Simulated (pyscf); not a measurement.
**H₂Ga–PH–GeH₃, singlet**

Gas-phase minimum from PySCF at ωB97X-D3(BJ)/def2-SVP, one conformer. 

```
Ge
H 1 1.5345
H 1 1.5353 2 110.23
H 1 1.5439 2 108.15 3 -118.12
P 1 2.3059 2 107.56 4 -122.71
H 5 1.4239 1 96.29 2 -178.88
Ga 5 2.2898 6 95.69 1 91.09
H 7 1.5649 5 120.99 6 26.99
H 7 1.5675 8 122.08 6 167.63
```
Charge 0, spin multiplicity 1.

Properties at ωB97X-D3(BJ)/def2-SVP:

| Property | Result |
|---|---|
| Harmonic wavenumbers, unscaled | 25, 101, 174, 370, 377, 407, 486, 548, 592, 668, 760, 784, 852, 901, 915, 2004, 2009, 2143, 2192, 2201, 2449 cm⁻¹ |
| Zero-point energy | 30.0 kcal/mol |
| Rotational symmetry number | 1 |
| Entropy of this conformer at 298 K and 1 atm, rigid rotor and harmonic oscillator, modes under 100 cm⁻¹ raised to 100 | 355.0 J/(mol K) |
| Dipole moment | 0.69 D |

Single-point totals, which compare only within one level:

| level | total energy (hartree) |
|---|---|
| ωB97X-D3(BJ)/def2-TZVP | -4346.77970 |
| PBE/def2-TZVP | -4346.04301 |
| r²SCAN/def2-TZVP | -4346.77577 |
| B3LYP-D3(BJ)/def2-TZVP | -4346.95984 |
| PBE0-D3(BJ)/def2-TZVP | -4346.18158 |
| M06-2X/def2-TZVP | -4346.78340 |
| ωB97M-D3(BJ)/def2-TZVP | -4346.91287 |

The lowest mode is so soft that the shape along it may change with the basis. Soft torsions are taken as harmonic, which can shift the entropy by several J/(mol K). Elements up to Kr have no core potential and no relativistic terms here.
